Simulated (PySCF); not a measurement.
**4'-hydroxyacetophenone (CC(=O)c1ccc(O)cc1, C₈H₈O₂)**

Cartesian coordinates in Å; atom numbers follow the order of the lines, from 1:
```xyz
18

C    -3.1836    0.2840   -0.5652
C    -2.1974    0.2063    0.5752
O    -2.5727    0.2722    1.7273
C    -0.7509    0.0463    0.2528
C     0.1558   -0.0221    1.3186
C     1.5153   -0.1707    1.0925
C     2.0007   -0.2552   -0.2202
O     3.3077   -0.3996   -0.4981
C     1.1060   -0.1886   -1.2953
C    -0.2525   -0.0394   -1.0556
H    -2.9560    1.1346   -1.2262
H    -4.1919    0.4028   -0.1516
H    -3.1456   -0.6278   -1.1813
H    -0.2445    0.0457    2.3324
H     2.2136   -0.2227    1.9339
H     3.8105   -0.4315    0.3233
H     1.5019   -0.2562   -2.3099
H    -0.9323    0.0103   -1.9086
```

The calculation used quadratic response CAM-B3LYP/aug-cc-pVDZ first hyperpolarisability, Taylor convention, gas phase (PySCF). Geometry: PBE0-D3(BJ)/def2-SVP.

**Question.** Give the tensor of the static β(0;0,0) in the axes of these coordinates.

**Answer.** In au, Taylor convention; rows are the first index (the induced dipole):
```csv
,xx,yy,zz,xy,xz,yz
x,+730.1,+8.5,-35.5,-80.6,-145.9,+16.9
y,-80.6,+0.9,+4.2,+8.5,+16.9,+21.7
z,-145.9,+21.7,+67.2,+16.9,-35.5,+4.2
```
Norm of βᵢ = ⅓ Σⱼ (βᵢⱼⱼ + βⱼᵢⱼ + βⱼⱼᵢ): 709.3 au, hyper-Rayleigh value 313.3 au.
